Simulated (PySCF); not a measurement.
Induced dipoles and field energies

3-cyclohexen-1-ol, C6H10O.
Atom-mapped SMILES: `[OH:1][C@H:2]1[CH2:3][CH:4]=[CH:5][CH2:6][CH2:7]1` (hydrogens: H8 on O1; H9 on C2; H10, H11 on C3; H12 on C4; H13 on C5; H14, H15 on C6; H16, H17 on C7)

Structure used (PBE0-D3(BJ)/def2-SVP), in Å, numbered top down from 1:
```
atom  x, y, z in Å
O1     1.8210   -1.1539    0.3126
C2     0.6634   -0.3712    0.4557
C3     0.8541    1.0385   -0.0981
C4    -0.4310    1.8087   -0.1707
C5    -1.6360    1.2402   -0.0521
C6    -1.8325   -0.2343    0.1408
C7    -0.5646   -1.0242   -0.1661
H8     1.9882   -1.2560   -0.6310
H9     0.4976   -0.2952    1.5446
H10    1.5982    1.5769    0.5117
H11    1.3033    0.9667   -1.1090
H12   -0.3611    2.8904   -0.3253
H13   -2.5317    1.8687   -0.0947
H14   -2.6672   -0.5878   -0.4873
H15   -2.1560   -0.4248    1.1816
H16   -0.4162   -1.0715   -1.2612
H17   -0.6426   -2.0619    0.1925
```

Level: PBE0/def2-SVPD (PySCF); nuclei fixed, core orbitals frozen in the response. Permanent dipole (-1.027, 0.469, -1.128) D (1 au = 2.5417 D). Static polarisability (au):

```
x   84.84  1.51 -1.95
y    1.51 76.27 -1.21
z   -1.95 -1.21 60.40
```

Only the terms in μ and α are kept: μ(F) = μ + αF and ΔE = −μ·F − ½ F·αF.

Problem. A field of 0.008 au (0.411 V/Å) is applied along each axis in both senses. Find the induced dipole, the size of the total dipole and the two energy terms.

Solution. 
```json
{"field along": "+x", "induced x (D)": "1.725", "induced y (D)": "0.031", "induced z (D)": "-0.040", "total size (D)": "1.449", "−μ·F (kJ/mol)": "+8.487", "−½F·αF (kJ/mol)": "-7.128"}
{"field along": "−x", "induced x (D)": "-1.725", "induced y (D)": "-0.031", "induced z (D)": "0.040", "total size (D)": "2.992", "−μ·F (kJ/mol)": "-8.487", "−½F·αF (kJ/mol)": "-7.128"}
{"field along": "+y", "induced x (D)": "0.031", "induced y (D)": "1.551", "induced z (D)": "-0.025", "total size (D)": "2.530", "−μ·F (kJ/mol)": "-3.876", "−½F·αF (kJ/mol)": "-6.408"}
{"field along": "−y", "induced x (D)": "-0.031", "induced y (D)": "-1.551", "induced z (D)": "0.025", "total size (D)": "1.873", "−μ·F (kJ/mol)": "+3.876", "−½F·αF (kJ/mol)": "-6.408"}
{"field along": "+z", "induced x (D)": "-0.040", "induced y (D)": "-0.025", "induced z (D)": "1.228", "total size (D)": "1.160", "−μ·F (kJ/mol)": "+9.321", "−½F·αF (kJ/mol)": "-5.075"}
{"field along": "−z", "induced x (D)": "0.040", "induced y (D)": "0.025", "induced z (D)": "-1.228", "total size (D)": "2.602", "−μ·F (kJ/mol)": "-9.321", "−½F·αF (kJ/mol)": "-5.075"}
```

Problem. For the field (0.0024, -0.0056, 0.0000) au, what is the induced dipole, and what angle does it make with the field?

Solution. αF = (0.496, -1.076, 0.005) D, at 1.6° to the field. The polarisability along this direction, F·αF/F², is 76.51 au, against a mean of 73.84 au.

Problem. At what field along the permanent dipole would the induced dipole along it equal the permanent one, in this linear picture?

Solution. The polarisability along the dipole is 70.05 au, so F = 0.6279 au / 70.05 au = 0.0090 au = 0.46 V/Å; higher-order terms are ignored.

Problem. What field makes μF equal to kT at 200 K?

Solution. kT = 0.6334 × 10⁻³ Eh, so F = 0.00101 au = 5.19 MV/cm.

Problem. A unit point charge sits 8 Å away. Estimate the induction energy −αe²/2R⁴ with the mean polarisability, treating the molecule as a point.

Solution. R = 15.12 bohr, so the energy is −73.8/(2 × 15.12⁴) Eh = -1.86 kJ/mol. The charge–dipole term at its most favourable orientation, −μe/R², is -7.21 kJ/mol.

Isolated species at its PBE0-D3(BJ)/def2-SVP geometry (one conformer only).
